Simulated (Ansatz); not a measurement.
Molecule: sum formula H₃SiO₃, net charge -1, singlet state. It need not be the lowest isomer of its formula. Whether it binds its extra electron was not tested at this geometry. 
Geometry from a B3LYP-D3(BJ)/def2-TZVP (Ansatz, an electronic-structure program) optimisation:
```
Si
O 1 1.7336
H 2 0.9676 1 108.37
O 1 1.7409 2 102.59 3 81.15
H 4 0.9689 1 109.92 2 -46.20
O 1 1.7727 2 92.25 3 -17.67
H 6 0.9617 1 109.15 2 167.65
```
Charge -1, spin multiplicity 1.

Parts of the frozen-core correlation energy in cc-pVTZ (Ansatz, hartree). Frozen orbitals: 8; correlated occupied orbitals by spin: 13 and 13; virtual: 145 and 145. No spin-orbit coupling. Non-relativistic.

| term | value |
|---|---|
| reference (HF) | -515.48167 |
| MP2 opposite-spin | -0.64213 |
| MP2 same-spin | -0.21956 |
| CCSD correlation | -0.87337 |
| (T) | -0.03238 |
| T1 diagnostic | 0.013 |
| largest doubles amplitude | 0.046 |
